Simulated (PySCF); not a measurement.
Screening by computed properties: pick the candidate that meets the target.

All species are isolated and taken at one optimised geometry, non-relativistic unless stated. Electronic properties by PySCF.

The conformers computed, where there is a choice (atom-mapped SMILES and torsion angles):
- `[CH:1]#[C:2]/[C:3]([CH2:4][CH3:5])=[C:6](\[CH3:7])[S:8][SiH3:9]`: C2–C3–C4–C5 86°, C3–C6–S8–Si9 -137°
- `[CH3:1][NH:2][Si@H:3]1[CH2:4][Si@H:5]([O:6][CH3:7])[CH2:8]1`: C1–N2–Si3–C4 73°, C4–Si5–O6–C7 -170°
- `[CH3:1][CH:2]([CH3:3])[C:4]1=[CH:5][P:6]1[C:7]([F:8])([F:9])[F:10]`: C1–C2–C4–C5 -8°, C5–P6–C7–F8 40°
- `[CH3:1][O:2][C:3](=[S:4])[C@H:5]([CH3:6])[C:7]#[N:8]`: C1–O2–C3–S4 -1°, O2–C3–C5–C6 61°
- `[CH2:1]=[N:2][SiH2:3][S:4][SiH3:5]`: C1–N2–Si3–S4 -111°, N2–Si3–S4–Si5 -50°

The conformers of `CC1=C(C(F)(F)F)PCC1` aren't listed.

(1) Wanted: HOMO–LUMO gap above 6 eV (PBE0/pcSseg-1) and HOMO energy below -7.24 eV (PBE0/pcSseg-1), at GFN2-xTB geometries. Which candidate meets both?
A. `CC(C)C1=CP1C(F)(F)F`
B. `COC(=S)[C@H](C)C#N`
C. `C=N[SiH2]S[SiH3]`
D. `C#C/C(CC)=C(\C)S[SiH3]`
E. `CN[Si@H]1C[Si@H](OC)C1`
F. `CC1=C(C(F)(F)F)PCC1`

## Answers

(1) A. Computed values:
| species | HOMO–LUMO gap | HOMO energy |
| --- | --- | --- |
| COC(=S)[C@H](C)C#N | 5.18 eV | -7.04 eV |
| C#C/C(CC)=C(\C)S[SiH3] | 5.53 eV | -6.33 eV |
| C=N[SiH2]S[SiH3] | 5.95 eV | -7.18 eV |
| CC1=C(C(F)(F)F)PCC1 | 6.14 eV | -6.78 eV |
| CC(C)C1=CP1C(F)(F)F | 6.83 eV | -7.29 eV |
| CN[Si@H]1C[Si@H](OC)C1 | 7.30 eV | -6.61 eV |
